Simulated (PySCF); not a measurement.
Bromine: a sound run and one with changed settings

Sound run: Br²⁺ [Ar] 3d10 4s2 4p3, Br³⁺ [Ar] 3d10 4s2 4p2. Calculation: PySCF 2.14, in cc-pVTZ-DK (6s5p3d1f, 43 functions); the spin-free X2C one-electron Hamiltonian (Gaussian nucleus). In the sound run the correlated levels freeze [Ar] 3d10. The sound run starts from symmetry-adapted Hartree-Fock orbitals and uses a fine grid where one is needed.

Changed run: basis STO-3G, all-electron and non-relativistic. This setting is unsound on purpose.

```tsv
species	method	sound run (hartree)	changed run (hartree)	converged
Br²⁺	UHF	-2603.27493	-2543.59590	yes
Br²⁺	LDA	-2601.23823	-2541.02538	yes
Br²⁺	PBE0	-2604.70317	-2544.59017	yes
Br²⁺	MP2	-2603.35314	-2543.59590	yes
Br³⁺	UHF	-2602.00141	-2542.29237	yes
Br³⁺	LDA	-2599.94063	-2539.70209	yes
Br³⁺	PBE0	-2603.40822	-2543.26479	yes
Br³⁺	MP2	-2602.06055	-2542.30054	yes
Br³⁺	CCSD(T)	-2602.07813	-2542.30644	yes
```

Ionisation energy of Br²⁺:

```
 method  sound run (eV)  changed run (eV)
    UHF          34.654            35.471
    LDA          35.309            36.009
   PBE0          35.237            36.065
    MP2          35.173            35.249
SCS-MP2          35.018            35.204
```

A minimal basis cannot let orbitals breathe on ionisation and holds almost no correlation. The Hamiltonian changed with the basis, so the totals do not compare.

For comparison, NIST gives 34.871 ± 0.019 eV between the lowest levels.
